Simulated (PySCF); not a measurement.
In(Cl)(OH)(OMe) (CH4ClInO2), SMILES C[O][In]([OH])[Cl]. Atoms are numbered in the order given.

```xyz
9

In     0.1580     0.0443     0.0000
Cl    -0.7698     2.2036     0.0000
O      2.1438    -0.1954     0.0000
H      2.5917     0.6638     0.0000
O     -1.1011    -1.5007     0.0000
C     -0.6554    -2.8395     0.0000
H     -0.0552    -3.0993    -0.8934
H     -1.5457    -3.4931     0.0000
H     -0.0552    -3.0993     0.8934
```
Charge 0, spin multiplicity 1.

The structure is a stationary point at B3LYP-D3(BJ)/def2-SVP. The def2 effective core potentials stand for the cores of In; spin–orbit coupling is left out. One conformer was computed; it need not be the lowest.

The numbers are results of PBE/def2-TZVP (PySCF), not measurements.

Symmetry labels are those of the subgroup Cs that the program uses (full group Cs).

List the valence orbital energies around the gap with their symmetry. (Estimate from the structure and the level; the computed values follow.)


```
orbital  symmetry  energy (eV)
-------  --------  -----------
HOMO−7         A'       -10.59
HOMO−6         A'        -9.70
HOMO−5         A'        -8.13
HOMO−4         A"        -7.87
HOMO−3         A'        -7.64
HOMO−2         A"        -7.37
HOMO−1         A'        -6.96
HOMO           A"        -6.50
LUMO           A'        -3.34
LUMO+1         A"        -1.78
LUMO+2         A'        -0.23
LUMO+3         A'         0.01
```
